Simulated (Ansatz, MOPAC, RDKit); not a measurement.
Torsional profile of SMILES C=Cc1ccc(C=O)s1 (C₇H₆OS). Scanned: dihedral S9–C6–C7–O8; all other coordinates were relaxed at B3LYP-D3(BJ)/def2-SVP. Points at φ and −φ are mirror images. Heavy atoms are numbered in the order of the SMILES C=Cc1ccc(C=O)s1, hydrogens after them in the order of the atoms that carry them; the mirror image has the same energies with the sign of each dihedral reversed.

- PM6, restricted, heats of formation // B3LYP-D3(BJ)/def2-SVP (MOPAC)
- PM7, restricted, heats of formation // B3LYP-D3(BJ)/def2-SVP (MOPAC)
- UFF // B3LYP-D3(BJ)/def2-SVP (RDKit)
- CCSD(T)/cc-pVDZ = CCSD(T) on RHF/cc-pVDZ, frozen core // B3LYP-D3(BJ)/def2-SVP (Ansatz, a first-principles code)

Energies relative to the lowest point of each profile, in eV; the last columns give the difference from CCSD(T):

```
φ / °    PM6    PM7    UFF  CCSD(T)/cc-pVDZ  PM6 − CCSD(T)/cc-pVDZ  PM7 − CCSD(T)/cc-pVDZ  UFF − CCSD(T)/cc-pVDZ
-----  -----  -----  -----  ---------------  ---------------------  ---------------------  ---------------------
-165   0.027  0.023  0.000            0.040                 -0.013                 -0.017                 -0.040
-135   0.089  0.076  0.164            0.189                 -0.100                 -0.113                 -0.025
-105   0.130  0.101  0.402            0.374                 -0.245                 -0.273                  0.028
-75    0.125  0.094  0.414            0.379                 -0.253                 -0.285                  0.035
-45    0.076  0.058  0.192            0.183                 -0.108                 -0.126                  0.009
-15    0.000  0.000  0.046            0.000                  0.000                  0.000                  0.046
15     0.000  0.000  0.046            0.000                  0.000                  0.000                  0.046
45     0.076  0.058  0.192            0.183                 -0.108                 -0.126                  0.009
75     0.125  0.094  0.414            0.379                 -0.253                 -0.285                  0.035
105    0.130  0.101  0.402            0.374                 -0.245                 -0.273                  0.028
135    0.089  0.076  0.164            0.189                 -0.100                 -0.113                 -0.025
165    0.027  0.023  0.000            0.040                 -0.013                 -0.017                 -0.040
```

PM6 is furthest from CCSD(T)/cc-pVDZ at -75 (-0.253 eV, below); its mean absolute difference over the points is 0.120 eV.

PM7 is furthest from CCSD(T)/cc-pVDZ at -75 (-0.285 eV, below); its mean absolute difference over the points is 0.136 eV.

UFF is furthest from CCSD(T)/cc-pVDZ at -15 (0.046 eV, above); its mean absolute difference over the points is 0.030 eV.
